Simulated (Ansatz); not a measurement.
Consider the substitution at a C–N bond: `CBNC` + `N=CCl` → `C/N=C/Cl` + `CBN`.

Computed with Ansatz on PBE0-D4/def2-TZVP structures; ΔE is electronic, products minus reactants. CBS: MP2 limit from def2 TZ/QZ plus the TZ coupled-cluster correction, frozen cores. This one scheme is used for every species. Functionals use def2-TZVPP. Each species was taken in one conformer, which may not be the lowest.

`CBNC`:

Z-matrix (Å, degrees):
```
C
B 1 1.569
H 1 1.094 2 114.2
H 1 1.095 2 110.5 3 -121.8
H 1 1.095 2 110.5 3 121.8
N 2 1.389 1 121.9 3 0.2
H 2 1.204 1 121.2 3 -179.8
C 6 1.443 2 127.1 1 180.0
H 6 1.009 2 119.0 1 0.0
H 8 1.090 6 109.0 2 0.0
H 8 1.095 6 111.7 2 -119.4
H 8 1.095 6 111.7 2 119.5
```

`N=CCl`:

Cartesian coordinates in Å:
```
N -0.374 0.410 -0.822
C 0.162 -0.055 0.204
Cl 1.695 0.530 0.751
H -1.267 -0.048 -0.996
H -0.216 -0.837 0.863
```

`C/N=C/Cl`:

Z-matrix (Å, degrees):
```
C
N 1 1.441
H 1 1.098 2 113.9
H 1 1.093 2 108.8 3 121.9
H 1 1.093 2 108.8 3 -121.9
C 2 1.244 1 117.8 3 -0.2
Cl 6 1.728 2 121.7 1 -180.0
H 6 1.094 2 126.4 1 0.0
```

`CBN`:

Cartesian coordinates in Å:
```
C 0.168 0.602 0.997
B -0.507 0.021 -0.294
N 0.164 -0.848 -1.149
H -0.415 0.333 1.885
H 0.168 1.697 0.967
H 1.197 0.268 1.156
H -1.636 0.310 -0.587
H -0.250 -1.231 -1.981
H 1.111 -1.152 -0.993
```

| species | PBE-D4 energy (Eh) |
| --- | --- |
| `CBNC` | -160.50718 |
| `N=CCl` | -553.99407 |
| `C/N=C/Cl` | -593.26238 |
| `CBN` | -121.24454 |

(1) Work out ΔE.

(2) What do rigid-rotor, harmonic-oscillator terms from PBE0-D4/def2-TZVP frequencies (298.15 K, 1 bar) make of the CCSD(T)/CBS value? (Best estimate.)

Largest T1 diagnostic among the species: 0.012.

Results:

(1) ΔE = (-593.26238) + (-121.24454) − (-160.50718) − (-553.99407) = -0.00567 Eh = -3.6 kcal/mol. CCSD(T)/CBS gives -3.2 kcal/mol.

(2) The calculation gave: ΔZPE = -0.4 kcal/mol, ΔH = -3.5 kcal/mol, ΔS = 0 J/(mol·K), ΔG = -3.5 kcal/mol.

At CCSD(T), def2-SVP lies +0.9 kcal/mol from the extrapolated value and def2-TZVPP +0.0 kcal/mol. Leaving LDA and LC-ωPBE aside and taking each functional with its dispersion term where it has one, the values, not all of them listed here, spread over 0.5 kcal/mol, from B97M-V to ωB97M-V.
